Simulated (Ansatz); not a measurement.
Reaction (hydrogenolysis of a C–Si bond): `CC([SiH3])[SiH2]F` + H₂ → `CC[SiH3]` + `F[SiH3]`

Program: Ansatz. Geometries: PBE0-D4/def2-TZVP. ΔE: electronic, gas phase. CBS: MP2 limit from def2 TZ/QZ plus the TZ coupled-cluster correction, frozen cores. This one scheme is used for every species. DFT in def2-TZVPP. Each species was taken in one conformer, which may not be the lowest.

(1) Is it downhill or uphill in electronic energy at CCSD(T)/CBS, and by how much? (Estimate.)

(2) What do these levels give: ωB97M-V, SCS-MP2/def2-TZVPP, CCSD(T)/def2-TZVPP, HF/def2-QZVPP, MP2/def2-QZVPP, SCS-MP2/def2-QZVPP? (An estimate is asked.)

Largest T1 diagnostic among the species: 0.011.

## Answers

(1) Ansatz gave: Downhill: ΔE = -9.7 kJ/mol.

(2) The calculation gave: ωB97M-V -9.6, SCS-MP2/def2-TZVPP -15.5, CCSD(T)/def2-TZVPP -12.8, HF/def2-QZVPP -45.0, MP2/def2-QZVPP -4.7, SCS-MP2/def2-QZVPP -13.9 kJ/mol.

In def2-TZVPP, CCSD(T) changes the Hartree–Fock value by +32.1 kJ/mol (the triples alone add +6.0 kJ/mol) and MP2 by +38.5 kJ/mol. The D4 term adds +16.0 kJ/mol with B3LYP and +8.8 kJ/mol with PBE0; it sums over pairs of atoms, weighted by their polarisabilities, and B3LYP, whose exchange is more repulsive, gets the larger term.

B3LYP here is the variant with VWN-RPA as its local correlation; programs differ in this.
